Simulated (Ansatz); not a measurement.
**A basis-limit estimate, worked out**

An elementary step of SiH4F4, singlet (SiH₂F₂ ([F][SiH2][F]) + HF + HF → SiHF₃ ([F][SiH]([F])[F]) + HF + H₂; bonds formed: Si1–F7, H2–H8, H6–F9; bonds broken: Si1–H2, H6–F7, H8–F9). “Start” is the structure reached by relaxing down from the saddle towards the reactants; PBE0-D4/def2-TZVP structures. The saddle:

Si1  (-0.711, 0.207, -0.573)
H2  (-0.481, -0.321, 0.965)
F3  (-0.310, -0.931, -1.597)
F4  (-2.227, -0.216, -0.231)
H5  (-0.957, 1.579, -1.023)
H6  (1.587, 0.083, 0.413)
F7  (1.055, 0.712, -0.440)
H8  (0.429, -0.537, 1.194)
F9  (1.615, -0.575, 1.293)
(Å)

Ansatz 0.2.0; basis: def2-TZVPP and def2-QZVPP; cores frozen in the correlated methods.

Energies in eV:

| quantity | saddle | start |
| --- | --- | --- |
| Hartree–Fock, triple zeta (X = 3) | -18756.12017 | -18758.36563 |
| Hartree–Fock, quadruple zeta (X = 4) | -18756.89369 | -18759.14224 |
| MP2 correlation, X = 3 | -32.74433 | -31.89786 |
| MP2 correlation, X = 4 | -35.77379 | -34.93439 |
| CCSD(T) correlation, X = 3 | -34.01361 | -33.23053 |

(1) Work out the barrier at the basis limit: extrapolate Hartree–Fock as E(X) = E∞ + A exp(−7.88 √X) and the MP2 correlation as E(X) = E∞ + B X^−2.97 (the exponents that Neese and Valeev fitted for def2-TZVPP and QZVPP), then add CCSD(T) − MP2 in triple zeta.

T1 diagnostic: at most 0.013.

Results:

(1) Each step is linear, so take the differences first (saddle − start): Hartree–Fock 2.24546 (X = 3) and 2.24855 (X = 4); MP2 correlation -0.84647 and -0.83940; CCSD(T) correlation -0.78308.
Two points give E∞ = E(4) + w [E(4) − E(3)], with w = 1/(exp(7.88 (2 − √3)) − 1) = 0.1377 for Hartree–Fock and w = 1/((4/3)^2.97 − 1) = 0.7407 for the correlation.
Hartree–Fock: 2.24855 + 0.1377 × 0.00309 = 2.2490 eV.
MP2 correlation: -0.83940 + 0.7407 × 0.00707 = -0.8342 eV.
CCSD(T) − MP2: -0.78308 − (-0.84647) = 0.0634 eV.
Sum: 2.2490 + (-0.8342) + 0.0634 = 1.4782 eV, or 34.09 kcal/mol. Plain CCSD(T) in triple zeta gives 1.4624 eV, so the larger basis shifts the result by 0.0158 eV.

Labels in which every atom is bracketed show which atoms are joined, not bond orders.

For scale, one of the runs: CCSD(T)/def2-TZVPP, 222 basis functions, launched by `ansatz run in.yaml --threads 4 --pin off --events-out ev --progress --plain --max-ram 9574MiB`. Time: 100 s of wall clock on 4 CPU threads of an Arm Neoverse V2; the host was shared. Peak host memory: 3.9 GiB.
